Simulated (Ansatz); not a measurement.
`CC([SiH3])=[Se]` + `N=CO` → `O/C=N/[SiH3]` + `CC=[Se]` at 500 K and 1 bar (ligand exchange at the Si–C bond).

Calculated with Ansatz (gas phase, PBE0-D4/def2-TZVP geometries, no zero-point term in ΔE). CCSD(T)/CBS adds triple-zeta CCSD(T) − MP2 to the extrapolated MP2 energy (def2 sets, frozen cores). This one scheme is used for every species. For Se outer-core shells are correlated without core-valence functions, which leaves a few kJ/mol of doubt a bond. Scalar relativity is left out up to krypton. Each species was taken in one conformer, which may not be the lowest.

```csv
species,CCSD(T)/CBS energy (Eh),H − E (kJ/mol),S (J/(mol·K))
`CC([SiH3])=[Se]`,-2769.46533,222.0,408.2
`N=CO`,-169.71775,145.0,280.5
`O/C=N/[SiH3]`,-460.01548,199.1,357.8
`CC=[Se]`,-2479.18597,166.7,320.8
```

H − E and S are ideal-gas, rigid-rotor, harmonic terms from PBE0-D4/def2-TZVP, for one conformer and one mirror image of each species. 1 Eh = 2625.50 kJ/mol, R = 8.31446 J/(mol·K).

Task: By hand: ΔE, ΔH, ΔS and ΔG.

Result: ΔE = (-460.01548) + (-2479.18597) − (-2769.46533) − (-169.71775) = -0.01837 Eh = -48.2 kJ/mol. Δ(H − E) = 199.1 + 166.7 − 222.0 − 145.0 = -1.2, so ΔH = -49.4 kJ/mol. ΔS = 357.8 + 320.8 − 408.2 − 280.5 = -10.1 J/(mol·K). ΔG = -49.4 − 500 × (-10.1)/1000 = -44.4 kJ/mol.

Task: By hand: the equilibrium constant, and the temperature at which ΔG would vanish if ΔH and ΔS stayed fixed.

Result: log₁₀ K = −ΔG/(RT ln 10) = 4.6. ΔG = 0 at ΔH/ΔS = 4891 K, far beyond where these terms or the molecules hold.

The number of gas molecules stays the same, so ΔS is small and ΔH decides. A doubt of 5 kJ/mol in ΔE shifts log₁₀ K by 0.5 here. Other conformers and mirror images would add mixing entropy, several J/(mol·K) or more a flexible species. Modes under 60 cm⁻¹, often nearly free rotors, make the harmonic entropy too high. These are equilibria of isolated gas molecules and say nothing of rates. Largest T1 diagnostic: 0.016 (customary marks: 0.02 for closed shells, 0.045 for open ones).
